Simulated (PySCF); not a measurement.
```xyz
4
charge 0 multiplicity 5, angstrom
Co    0.1008    0.0000    0.0000
O    -0.2337    1.6520    0.0000
O    -0.2337   -1.6520    0.0000
H     1.5692    0.0000    0.0000
```

These are results of UPBE0 in PySCF with Co def2-TZVP, O def2-TZVP, H def2-TZVP; no relativity; density-fitted integrals, not measurements.

This geometry of HCoO₂ is a stationary point at this level.

(1) What is the point group?

(2) Is it a minimum?

(3) What are the dipole moment and the gap between the highest occupied and lowest empty levels of either spin?

(4) Give the atomic charges and bond orders.

(5) What is the atomisation energy, with and without zero-point energy?

## Answers

(1) C2v.

(2) Yes: all harmonic wavenumbers are real.

(3) 0.53 D and 3.66 eV.

(4) 
```tsv
atom	Mulliken	Löwdin	polar tensor	spin (Mulliken)	Mayer order to Co1
Co1	0.68	0.25	0.37	2.06	–
O2,3	-0.36	-0.16	-0.19	1.05	1.25
H4	0.04	0.06	0.02	-0.16	0.86
```

(5) 855 kJ/mol without, 830 kJ/mol with.

Only a few start shapes were tried, so a lower isomer may exist. With open d or f shells other occupations or spin states may lie lower. At this level a broken-symmetry Ms = 1 minimum of Cs symmetry lies 17 kJ/mol below this structure.
